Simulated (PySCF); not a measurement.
Low-lying terms of Cl(5+) (chlorine, charge +5)

Ground state [Ne] 3s2, ¹S. All numbers are calculated (PySCF 2.14, the non-relativistic Hamiltonian (point nucleus), in aug-cc-pV(D+d)Z with one added diffuse shell each of s, p, d type (6s5p4d, 41 functions)). Vertical excitation energies in eV without spin-orbit coupling; excited terms of each kind are numbered among those the solver found. Frozen: [He] 2s2.

```
 term  leading excitation  EOM-EE-CCSD
1 3P°              3s → p       12.156
1 1P°              3s → p       18.654
 1 3D              3s → d       36.773
 1 1D              3s → d       42.037
 1 3S              3s → s       50.941
 1 1S              3s → s       52.096
2 3P°              3s → p       56.039
2 1P°              3s → p       56.073
 2 3D              3s → d       64.162
 2 1D              3s → d       64.368
```

Only the lower part of the computed list is shown. Doubly excited terms such as np² are absent. The solver can miss terms.
